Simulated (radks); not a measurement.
Question: The aluminium ion Al+, [Ne] 3s2. All-electron calculation, non-relativistic Kohn-Sham, LDA (Slater exchange, Perdew-Wang correlation), spin-polarised, spherical densities, point nucleus. Program: a radial shooting solver on a logarithmic mesh with Libxc functionals. Every spin shell is full or empty, so the densities are truly spherical. Functionals are evaluated on that one density, not self-consistently. Rank these orbital-free kinetic functionals by their error against the exact value of the orbitals, and give that value: Thomas-Fermi, von Weizsacker, TF + vW, TF + vW/9, TF + vW/5, LC94, APBEK, revAPBEK, Perdew 92, Thakkar, Pearson, LKT, PG1, DePristo-Kress, Ernzerhof.

Answer: Exact: 240.464 hartree. From best to worst, with 100 (|E| - |E exact|)/|E exact| (equal figures are ties): Thakkar -0.04, DePristo-Kress -0.06, LC94 +0.10, Ernzerhof +0.15, APBEK +0.23, Perdew 92 -0.55, TF + vW/9 -0.56, revAPBEK +0.64, Pearson -1.86, TF + vW/5 +5.18, Thomas-Fermi -7.74, PG1 +26.90, LKT +33.02, von Weizsacker -35.38, TF + vW +56.87.
